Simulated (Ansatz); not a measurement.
Calculated with Ansatz (gas phase, PBE0-D4/def2-TZVP geometries, no zero-point term in ΔE). CBS: MP2 limit from def2 TZ/QZ plus the TZ coupled-cluster correction, frozen cores. This one scheme is used for every species. DFT in def2-TZVPP. One conformer a species, not always the lowest.

Consider the hydrogenolysis of a B–O bond: `OBN([SiH3])[SiH3]` + H₂ → `BN([SiH3])[SiH3]` + H₂O.

Question: Is it downhill or uphill in electronic energy at CCSD(T)/CBS, and by how much? (Estimate.)

Answer: Ansatz gave: Uphill: ΔE = +1.13 eV.

Question: What do these levels give: r2SCAN-D4, ωB97X-V, PBE, SCS-MP2/def2-TZVPP, CCSD/def2-TZVPP, CCSD(T)/def2-TZVPP? (Best estimate.)

Answer: Computed: r2SCAN-D4 1.25, ωB97X-V 1.17, PBE 1.14, SCS-MP2/def2-TZVPP 1.15, CCSD/def2-TZVPP 1.12, CCSD(T)/def2-TZVPP 1.15 eV.

Largest T1 diagnostic among the species: 0.013.

The D4 term adds +0.05 eV with B3LYP and +0.03 eV with PBE0; it sums over pairs of atoms, weighted by their polarisabilities, and B3LYP, whose exchange is more repulsive, gets the larger term. In def2-TZVPP, CCSD(T) changes the Hartree–Fock value by +0.09 eV (the triples alone add +0.03 eV) and MP2 by +0.13 eV.

B3LYP here is the variant with VWN-RPA as its local correlation; programs differ in this.
